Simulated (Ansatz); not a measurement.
The same redistribution along the group B, Al, In.

Gas-phase electronic energies from Ansatz, PBE0-D4/def2-TZVP geometries. CCSD(T)/CBS is the MP2 limit (def2-TZVPP, def2-QZVPP) plus CCSD(T) − MP2 in def2-TZVPP, frozen cores. This one scheme is used for every species. Functionals use def2-TZVPP. B3LYP here is the variant with VWN-RPA as its local correlation; programs differ in this. Elements past krypton have def2 core potentials. For In outer-core shells are correlated without core-valence functions, which leaves a few kJ/mol of doubt a bond. One conformer a species, not always the lowest.

| reaction | B3LYP-D4 (kJ/mol) | CCSD/CBS(def2) (kJ/mol) |
| --- | --- | --- |
| `FBS` + `[SiH3]O[SiH2]O[SiH3]` → `FB(S)O[SiH3]` + `[SiH3]O[SiH3]` | 1 | 4 |
| `[F][AlH][SH]` + `[SiH3]O[SiH2]O[SiH3]` → `[F][Al]([SH])[O][SiH3]` + `[SiH3]O[SiH3]` | -25 | -27 |
| `[F][InH][SH]` + `[SiH3]O[SiH2]O[SiH3]` → `[F][In]([SH])[O][SiH3]` + `[SiH3]O[SiH3]` | 106 | 98 |

Question: Give the CCSD(T)/CBS values in the same order. (Best estimate.)

Answer: Ansatz gave: 3, -26, 95 kJ/mol.

Largest T1 diagnostic: 0.016, for `[F][InH][SH]`.
